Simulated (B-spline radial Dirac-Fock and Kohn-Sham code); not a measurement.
## Auger decay of the 3d5/2 hole in Hf²⁺

System: hafnium as Hf²⁺, configuration 1s2 2s2 2p6 3s2 3p6 3d10 4s2 4p6 4d10 4f14 5s2 5p6 5d2, inside a Watson sphere of charge -2 and radius 3 Å (a model of the Madelung potential; inside it an electron's potential energy is raised by 9.6 eV).

Model: independent-particle radiative and Coulomb Auger rates from relativistic LDA hole-state orbitals, with Dirac-Fock energies. Program: a radial finite-basis atomic code. Kinetic energies are configuration averages from the vacuum level; the two-hole energies are estimated from single-hole states.

```csv
transition,kinetic energy (eV),width (meV),share (%)
M5-N1N5,867.3,83.0,5.0
M5-N2N5,963.9,83.7,5.1
M5-N3N5,1024.9,130,7.9
M5-N4N5,1183.1,176,10.6
M5-N5N5,1194.2,198,12.0
M5-N4N7,1385.3,71.6,4.3
M5-N5N6,1394.4,118,7.1
M5-N5N7,1397.7,183,11.1
M5-N6N7,1596.4,239,14.5
M5-N7N7,1598.6,164,9.9
```

The listed channels hold 88 % of the non-radiative rate. Summed by principal shells, of 1.65 eV in all: MNN 95.4 %, MNO 4.5 %.

Values without a named source are computed, but for edge energies of neutral atoms, which are taken from tables.
